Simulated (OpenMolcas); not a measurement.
**Tb3+: moving or changing the point charges**

Tb3+ among 3 point charges of -0.5 e arranged as a planar triangle (D3h), 2.74 Å from the ion.

```
Program             : OpenMolcas
Method              : CASSCF
Basis               : ANO-RCC-VDZP [7s6p4d2f1g]
Scalar Hamiltonian  : DKH2, point nucleus
Active space        : 8 electrons in 7 orbitals (4f)
State averaging     : 2S+1 = 7 even, 7 roots; 2S+1 = 5 even, 62 roots kept (CI in the orbitals of an earlier block); 2S+1 = 3 even, 1 root kept (CI in the orbitals of an earlier block, 0 in the spin-orbit step)
Spin-orbit coupling : state interaction with AMFI integrals over the reference wave functions
```

Runs around this geometry, states (labels of D3, the rotations of D3h). Energies in cm-1 above the lowest state or level, χT in cm3 K/mol.

| R (Å) | Ground state | First state of that spin | First gap with spin-orbit (degeneracies) | Width of lowest J | χT at 300 K |
| --- | --- | --- | --- | --- | --- |
| 2.74 | 7A2 | 7E 43.6 | 9.5 (1, 2) | 412 | 11.757 |
| 3.04 | 7A2 | 7E 32.5 | 7.2 (1, 2) | 302 | 11.773 |
| 3.2 | 7A2 | 7E 28.1 | 6.3 (1, 2) | 259 | 11.778 |

Taking the width of the lowest J multiplet as R^-n, n = -ln(259 / 412) / ln(3.2 / 2.74) = 3.0 between the shortest and longest distance.

High states are left out of the spin-orbit mixing, which shifts the levels that they would mix with. This is an electrostatic model: the charges have no orbitals. A group larger than the point group allows holds several states that coincide in this model. No measured value stands beside these numbers.
